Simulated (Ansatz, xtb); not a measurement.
## C6H10BN: which of two isomers lies lower

Structure a is `[BH3-][NH2+]c1ccccc1`, a singlet and structure b is `C#C[C@@H]1CCCB1N`, a singlet. Both are isolated molecules in the gas phase, relaxed with r2SCAN-D4/def2-SVP; the shapes shown needn't be the lowest conformers.

a (Å):

```yaml
atoms:
  - { symbol: C, position_ang: [-0.2588, -0.0106, -0.1091] }
  - { symbol: C, position_ang: [-0.9397, 0.8615, -0.9603] }
  - { symbol: C, position_ang: [-0.4660, 2.1647, -1.1280] }
  - { symbol: C, position_ang: [0.6842, 2.5888, -0.4561] }
  - { symbol: C, position_ang: [1.3643, 1.7026, 0.3845] }
  - { symbol: C, position_ang: [0.8975, 0.3977, 0.5581] }
  - { symbol: B, position_ang: [-0.0768, -2.4438, -1.0721] }
  - { symbol: N, position_ang: [-0.7173, -1.3742, 0.0291] }
  - { symbol: H, position_ang: [1.1302, -2.4068, -0.8842] }
  - { symbol: H, position_ang: [-0.4173, -2.0152, -2.1646] }
  - { symbol: H, position_ang: [-0.5941, -3.5133, -0.7739] }
  - { symbol: H, position_ang: [-1.7347, -1.4160, -0.0641] }
  - { symbol: H, position_ang: [-0.4942, -1.7292, 0.9617] }
  - { symbol: H, position_ang: [-1.8284, 0.5176, -1.4980] }
  - { symbol: H, position_ang: [-0.9996, 2.8505, -1.7918] }
  - { symbol: H, position_ang: [1.0525, 3.6094, -0.5900] }
  - { symbol: H, position_ang: [2.2680, 2.0256, 0.9085] }
  - { symbol: H, position_ang: [1.4358, -0.3064, 1.1996] }
```

b (Å):

```xyz
18

C    -0.3000   -3.0052   -1.3434
C     0.0643   -1.8568   -1.1627
C     0.4292   -0.4734   -0.9422
C     1.3238   -0.1555    0.2836
C     1.1966    1.3638    0.4596
C    -0.3025    1.6756    0.2696
B    -0.7902    0.5543   -0.7421
N    -2.0368    0.3985   -1.3385
H    -0.5948   -4.0256   -1.5006
H     0.9603   -0.0985   -1.8454
H     0.9142   -0.6745    1.1691
H     2.3643   -0.4980    0.1584
H     1.6062    1.7107    1.4229
H     1.7813    1.8666   -0.3327
H    -0.5101    2.7203   -0.0171
H    -0.8417    1.5100    1.2241
H    -2.2627   -0.4206   -1.8940
H    -2.8101    1.0410   -1.2172
```

**Question.** Estimate which is lower in electronic energy at CCSD(T)/def2-SVP + ΔMP2/def2-TZVPP, and by roughly how much.

**Answer.** Not settled: CCSD(T)/def2-SVP + ΔMP2/def2-TZVPP gives E(b) − E(a) = −1.87 kcal/mol, but this leans on the basis-set step: CCSD(T) alone gives −0.95 kcal/mol.

The same difference at several levels:

```csv
level,geometry,E(b) − E(a) (kcal/mol),departure from the last row (kcal/mol),"job, with rough time for the two"
GFN2-xTB,GFN2-xTB,+20.43,+22.30,"optimisation, 0.25 s"
HF/STO-3G,GFN2-xTB,−21.55,−19.68,"single point, 0.48 s"
r2SCAN-D4/def2-SVP//GFN2-xTB,GFN2-xTB,+3.49,+5.37,"single point, 4.9 s"
r2SCAN-D4/def2-SVP,r2SCAN-D4/def2-SVP,+3.53,+5.41,"optimisation, 47 s"
HF/def2-SVP,r2SCAN-D4/def2-SVP,−5.09,−3.21,part of the CCSD(T) run
MP2/def2-SVP,r2SCAN-D4/def2-SVP,−0.19,+1.68,part of the CCSD(T) run
CCSD(T)/def2-SVP,r2SCAN-D4/def2-SVP,−0.95,+0.92,single point
CCSD(T)/def2-SVP + ΔMP2/def2-TZVPP,r2SCAN-D4/def2-SVP,−1.87,,"single point, 2.4 min"
```

As drawn, b has 1 C≡C, 4 C–C, 2 C–B, 3 C–H in place of 1 C–N, 6 C∷C, 3 B–H (∷ is an aromatic bond). Structure a has a 6-membered ring (with an aromatic ring), b a 5-membered ring.

GFN2-xTB, r2SCAN-D4/def2-SVP//GFN2-xTB, r2SCAN-D4/def2-SVP put the two in the other order. MP2/def2-SVP finds them nearly level. The largest departure from CCSD(T)/def2-SVP + ΔMP2/def2-TZVPP is that of GFN2-xTB, 22.30 kcal/mol. The last row adds to CCSD(T) the change of the MP2 difference between the two basis sets, here −0.92 kcal/mol.

With thermal terms from frequencies at re-optimised GFN2-xTB minima (ideal gas, soft modes damped towards free rotors, one conformer each, 298.15 K, 1 atm): the zero-point term adds +1.83 kcal/mol; ΔH is +0.36 and ΔG −0.47 kcal/mol.

The correlated steps freeze 8 core orbitals. Mirror images aren't counted in ΔG. Codes used: Ansatz 0.2.0, xtb 6.7.1; the last row on 4 threads of Arm Neoverse V1 on a shared host.
